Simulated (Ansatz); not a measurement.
Geometry optimisation, UKS PBE/def2-SVP (Ansatz).

Input file:

```yaml
crystal:
  periodic: [false, false, false]
  atoms:
    - { symbol: Ga, position_ang: [0.003329, 0.013329, -0.123099] }
    - { symbol: H, position_ang: [-0.008133, -0.008533, 1.459397] }
    - { symbol: C, position_ang: [1.775034, 0.018046, -1.001779] }
    - { symbol: H, position_ang: [2.099434, -1.034684, -1.144683] }
    - { symbol: H, position_ang: [1.709351, 0.497255, -2.000501] }
    - { symbol: H, position_ang: [2.543121, 0.529256, -0.390769] }
    - { symbol: C, position_ang: [-1.764139, 0.001053, -1.009591] }
    - { symbol: H, position_ang: [-2.319536, -0.919193, -0.735549] }
    - { symbol: H, position_ang: [-2.369151, 0.864037, -0.664842] }
    - { symbol: H, position_ang: [-1.656993, 0.046646, -2.112804] }
    - { symbol: F, position_ang: [-0.012217, -0.007312, 3.552721] }
magnetization:
  spin_polarized: true
  initial_magnetization: 1
basis:
  gaussian: { orbitals: def2-SVP }
hamiltonian:
  xc: pbe
relax:
  f_tol: 0.03
  max_steps: 50
```

Command:

```bash
$ ansatz run input.yaml --threads 4 --pin off --max-ram 5120MiB --backend cpu --events-out ev --progress --plain --runs-dir out
```

Problem. Where does it end, and by what steps?

Solution. The forces met the threshold. After 21 steps the energy has fallen by 2.183 eV; F11 moved furthest, 1.66 Å. Parted: Ga1–H2 (1.58 → 2.30 Å). Joined: H2–F11 (2.09 → 0.96 Å).

| step | energy less start (eV) | largest force component (eV/Å) | accepted |
| --- | --- | --- | --- |
| 0 | 0.0000 | 1.197 | yes |
| 1 | -0.2561 | 1.248 | yes |
| 2 | -0.6924 | 1.850 | yes |
| 3 | -1.4726 | 2.837 | yes |
| 4 | -1.1620 | 11.966 | no |
| 5 | -1.8318 | 2.137 | yes |
| 6 | -1.8821 | 2.750 | yes |
| 7 | -1.9699 | 0.171 | yes |
| 8 | -2.0019 | 0.316 | yes |
| 9 | -2.0067 | 0.930 | yes |
| 10 | -2.0453 | 0.260 | yes |
| 11 | -2.0631 | 0.174 | yes |
| 12 | -2.0695 | 0.183 | yes |
| 13 | -2.0792 | 1.189 | yes |
| 14 | -2.1183 | 0.104 | yes |
| 15 | -2.1280 | 0.155 | yes |
| 16 | -2.1438 | 0.975 | yes |
| 17 | -2.1680 | 0.625 | yes |
| 18 | -2.1766 | 0.158 | yes |
| 19 | -2.1792 | 0.281 | yes |
| 20 | -2.1816 | 0.253 | yes |
| 21 | -2.1829 | 0.027 | yes |

```xyz
11
Properties=species:S:1:pos:R:3
Ga 0.001 -0.615 -0.177
H 0.024 -0.424 2.110
C 1.767 -0.006 -0.908
H 2.388 -0.876 -1.200
H 1.624 0.652 -1.790
H 2.313 0.553 -0.121
C -1.777 -0.049 -0.914
H -2.580 -0.773 -0.680
H -2.040 0.928 -0.457
H -1.709 0.083 -2.014
F -0.012 0.527 1.980
```

Run time: 17 s on 4 threads of AMD EPYC 9R45 96-Core Processor (Zen 5), with other jobs on the host, peak memory 0.23 GiB.
